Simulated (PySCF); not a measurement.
Molecule: `[SiH2]1CC[Si@H](O)O1`, C₂H₈O₂Si₂.

Cartesian coordinates in Å; atom numbers follow the order of the lines, from 1:
```xyz
14

O     2.6404   -0.7220   -0.2300
Si    1.1876   -0.2230   -0.7479
C    -0.3122   -1.1967   -0.0892
C    -1.4512   -0.1881    0.1326
Si   -0.6515    1.4917    0.5567
O     0.8319    1.2377   -0.0846
H     3.0040   -0.3689    0.5783
H     1.2917   -0.0758   -2.1888
H    -0.6388   -2.0093   -0.7375
H    -0.0493   -1.6569    0.8669
H    -2.1546   -0.5517    0.8818
H    -2.0176   -0.0829   -0.7951
H    -1.2270    2.6269   -0.1527
H    -0.4541    1.7186    1.9873
```

Frames of a GFN2-xTB Langevin trajectory at 200 K; GIAO PBE0/pcSseg-1 shieldings in PySCF 2.14.0 with density-fitted response routines, gas phase, non-relativistic; equivalent atoms averaged within each frame.

δ = σ(ref) − σ, references computed at the same level: 17O (σ = 336.08 ppm) vs H2O; 29Si (σ = 349.16 ppm) and 13C (σ = 186.93 ppm) and 1H (σ = 31.72 ppm) against TMS. The references are static minima.

Q: How do the shifts (ppm) fluctuate along the trajectory?

A: 
```csv
time (fs),O6,O1,Si2,Si5,C3,C4,H13,H8,H14,H9
250,71.5,40.0,5.0,-16.0,10.5,4.3,5.34,5.27,4.97,1.48
425,83.7,48.6,-7.4,-6.4,6.3,10.2,5.35,5.22,5.45,1.38
625,81.2,46.0,2.3,-9.9,17.3,10.3,5.64,5.44,5.17,1.48
800,72.7,42.9,-1.7,-2.8,12.8,5.5,4.89,4.30,4.63,1.90
1000,76.3,55.8,4.0,-11.7,7.0,7.9,5.05,5.44,5.53,0.44
mean of frames,77.1,46.7,0.4,-9.4,10.8,7.6,5.25,5.13,5.15,1.33
standard deviation,5.3,6.0,5.1,5.0,4.5,2.7,0.29,0.48,0.37,0.54
```

5 frames give an uncertainty of the mean of about the standard deviation over 2.2 at best, since frames this close in time may not be independent; classical motion lacks zero-point vibration, and the reference would need the same averaging.
